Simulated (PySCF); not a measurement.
Vertical excitations of a molecule C₅H₅Cl from TDA-PBE/def2-SVPD (PySCF), as energy in eV (oscillator strength): 5.29 (0.001), 5.45 (0.015), 6.03 (0.072), 6.15 (0.001), 6.21 (0.001), 6.30 (0.003), 6.37 (0.007), 6.40 (0.001), 6.56 (0.001), 6.60 (0.085). Lowest triplet (TDA): 4.15 eV. Coordinates come from a B3LYP-D3(BJ)/def2-SVP optimisation. The values are those of a single conformer.

Pick the molecule that these values belong to.
A. C=CC=C=CCl
B. ClC1=CCC=C1
C. C#CCC(=C)Cl
D. C=C=CC(=C)Cl

C, C#CCC(=C)Cl
